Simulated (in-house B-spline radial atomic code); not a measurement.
# Ionising Ru⁷⁺ with different functionals

Computed with a radial B-spline atomic code at the basis-set limit: non-relativistic Hamiltonian, point nucleus, spin-polarised at highest spin, spherical fractional occupations for the functionals, and exact exchange of hybrids averaged over the configuration. The ionisation energy is the difference of two self-consistent energies, [Kr] 4d1 → [Ar] 3d10 4s2 4p6, without Breit or QED terms; ε is the level of the shell that loses the electron (its least bound occupied spin orbital). There is no spin-orbit coupling in this Hamiltonian.

```json
{"method": "PBE0", "rung": "global hybrid", "ΔSCF (eV)": "112.02", "-ε(4d) (eV)": "105.50"}
{"method": "B3LYP", "rung": "global hybrid", "ΔSCF (eV)": "?", "-ε(4d) (eV)": "?"}
{"method": "TPSSh", "rung": "global hybrid", "ΔSCF (eV)": "111.87", "-ε(4d) (eV)": "103.95"}
{"method": "M06-2X", "rung": "global hybrid", "ΔSCF (eV)": "112.18", "-ε(4d) (eV)": "108.24"}
{"method": "BHandHLYP", "rung": "global hybrid", "ΔSCF (eV)": "111.86", "-ε(4d) (eV)": "107.66"}
{"method": "r2SCAN0", "rung": "global hybrid", "ΔSCF (eV)": "?", "-ε(4d) (eV)": "?"}
{"method": "B97-1", "rung": "global hybrid", "ΔSCF (eV)": "111.98", "-ε(4d) (eV)": "105.03"}
{"method": "HSE06", "rung": "range-separated hybrid", "ΔSCF (eV)": "111.97", "-ε(4d) (eV)": "105.03"}
{"method": "wB97X", "rung": "range-separated hybrid", "ΔSCF (eV)": "111.77", "-ε(4d) (eV)": "107.92"}
{"method": "CAM-B3LYP", "rung": "range-separated hybrid", "ΔSCF (eV)": "112.02", "-ε(4d) (eV)": "106.99"}
{"method": "LC-wPBE", "rung": "range-separated hybrid", "ΔSCF (eV)": "112.10", "-ε(4d) (eV)": "108.46"}
```

(1) What does r2SCAN0 give?

(2) What does B3LYP give?

(3) Among the functionals, which spreads more, the ΔSCF values or the orbital energies?

(4) How do they compare with the NIST value?

## Answers

(1) ΔSCF 111.61 eV, and -ε(4d) = 105.25 eV.

(2) ΔSCF 112.05 eV, and -ε(4d) = 105.03 eV.

(3) The orbital energies: ΔSCF values span about 0.57 eV and the orbital energies 4.51 eV; here energy differences depend much less on the functional than eigenvalues do.

(4) NIST lists 110 eV ± 2.1 (tabulated theory, ground level to ground level). Errors run from +1.61 to +2.18 eV; all lie within about twice that uncertainty, so the table can't rank the methods.
